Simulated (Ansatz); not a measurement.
`[NH2][Al]([NH2])[F]` + `[SiH3]OB(Cl)Br` → `[NH2][Al]([F])[O][SiH3]` + `NB(Cl)Br`  (redistribution)

Computed with Ansatz on PBE0-D4/def2-TZVP structures; ΔE is electronic, products minus reactants. CCSD(T)/CBS is the MP2 limit (def2-TZVPP, def2-QZVPP) plus CCSD(T) − MP2 in def2-TZVPP, frozen cores. This one scheme is used for every species. Functionals use def2-TZVPP. B3LYP here is the variant with VWN-RPA as its local correlation; programs differ in this. HSE06 is defined as in plane-wave codes. For Br outer-core shells are correlated without core-valence functions, which leaves a few kJ/mol of doubt a bond. Scalar relativity is left out up to krypton. Each species was taken in one conformer, which may not be the lowest.

`[NH2][Al]([NH2])[F]`:

Cartesian coordinates in Å:
```
N -1.084 0.470 -1.044
Al -0.077 -0.540 -0.016
N 1.164 0.089 1.060
F -0.309 -2.174 -0.064
H -1.794 0.112 -1.660
H -1.040 1.473 -1.104
H 1.400 1.059 1.179
H 1.741 -0.488 1.649
```

`[SiH3]OB(Cl)Br`:

Z-matrix (Å, degrees):
```
Si
O 1 1.670
H 1 1.479 2 105.5
H 1 1.481 2 109.4 3 119.2
H 1 1.481 2 109.3 3 -119.2
B 2 1.329 1 133.7 3 -179.6
Br 6 1.932 2 120.9 1 0.1
Cl 6 1.748 2 120.4 1 -179.9
```

`[NH2][Al]([F])[O][SiH3]`:

Cartesian coordinates in Å:
```
N 0.332 1.721 -1.726
Al 0.804 0.901 -0.255
F 2.156 1.405 0.534
O -0.087 -0.375 0.357
Si -0.735 -1.614 1.183
H -0.477 1.486 -2.277
H 0.833 2.492 -2.134
H -2.156 -1.793 0.785
H 0.008 -2.868 0.887
H -0.677 -1.354 2.646
```

`NB(Cl)Br`:

```xyz
6

N     0.156   -0.017    0.806
B    -0.083    0.048   -0.554
Cl    0.597    1.348   -1.521
Br   -1.170   -1.298   -1.401
H    -0.219   -0.748    1.385
H     0.718    0.666    1.284
```

```csv
level,ΔE (kcal/mol),difference from CCSD(T)/CBS
PBE-D4,-14.6,0.4
revPBE-D4,-14.4,0.6
BLYP-D4,-14.6,0.4
r2SCAN-D4,-15.4,-0.4
B97M-V,-15.4,-0.4
PBE0-D4,-15.4,-0.4
B3LYP-D4,-15.3,-0.3
HSE06-D4,-15.4,-0.4
BHLYP-D4,-16.1,-1.1
CAM-B3LYP-D4,-15.8,-0.8
ωB97X-V,-15.3,-0.3
ωB97M-V,-15.2,-0.2
B2PLYP,-16.0,-1.0
PBE-QIDH,-16.1,-1.1
PBE,-15.1,-0.1
revPBE,-15.3,-0.3
BLYP,-15.6,-0.6
PBE0,-15.8,-0.8
B3LYP,-16.1,-1.1
r2SCANh,-15.7,-0.7
r2SCAN0,-16.0,-1.0
HSE06,-15.8,-0.8
BHLYP,-16.8,-1.8
CAM-B3LYP,-16.3,-1.3
LC-ωPBE,-16.2,-1.2
RPA@PBE/def2-TZVPP,-15.1,-0.1
HF/def2-SVP,-18.1,-3.1
CCSD/def2-SVP,-16.6,-1.6
CCSD(T)/def2-SVP,-16.1,-1.1
HF/def2-TZVPP,-17.3,-2.3
MP2/def2-TZVPP,-15.8,-0.8
SCS-MP2/def2-TZVPP,-16.0,-1.0
CCSD/def2-TZVPP,-15.9,-0.9
CCSD(T)/def2-TZVPP,-15.4,-0.4
HF/def2-QZVPP,-17.2,-2.2
MP2/def2-QZVPP,-15.5,-0.5
SCS-MP2/def2-QZVPP,-15.8,-0.8
HF/CBS(def2),-17.2,-2.2
MP2/CBS(def2),-15.4,-0.4
CCSD/CBS(def2),-15.5,-0.5
CCSD(T)/CBS,-15.0,0
```

Largest T1 diagnostic among the species: 0.011.

Leaving LDA and LC-ωPBE aside and taking each functional with its dispersion term where it has one, the values spread over 1.7 kcal/mol, from BHLYP-D4 to revPBE-D4. From PBE to PBE0 (25 % exact exchange), in def2-TZVPP and without D4, ΔE moves by −0.8 kcal/mol. In def2-TZVPP, CCSD(T) changes the Hartree–Fock value by +1.8 kcal/mol (the triples alone add +0.4 kcal/mol) and MP2 by +1.5 kcal/mol.
